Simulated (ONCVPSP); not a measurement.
## Pseudopotential generation for P: ONCV, PBE, scalar-relativistic.

ONCVPSP 4.0.1 input, shortened (lines: element, Z, core and valence counts, functional; n l f; lmax; l rc ep ncon nbas qcut; lloc lpopt rc5 dvloc0; l nproj debl; icmod fcfact rcfact), PBE, scalar-relativistic:

```
  P 15.00    3    2        4      upf
    1    0    2.00
    2    0    2.00
    2    1    6.00
    3    0    2.00
    3    1    3.00
    1
    0    1.60    0.00    5   10    4.90
    1    1.85    0.00    3    6    3.80
    4    5    1.55    0.00
    0    2    2.30
    1    2    1.30
    1    0.25    0.00
```

* Cutoffs needed: 10 Ha and 16 Ha (the cutoffs (Ha) at which the residual kinetic energy of the hardest occupied pseudo-wave falls to 1 and 0.1 mHa per electron)
* Ghost test: no bound ghost flagged; no localised positive-energy state flagged
* Largest excitation error: +31 meV (all-electron minus pseudo) for 3s2 3p0, out of 4 test configurations
* rms error of d²Exc/dni dnj: 1.62 mHa without and 0.70 mHa with the model core
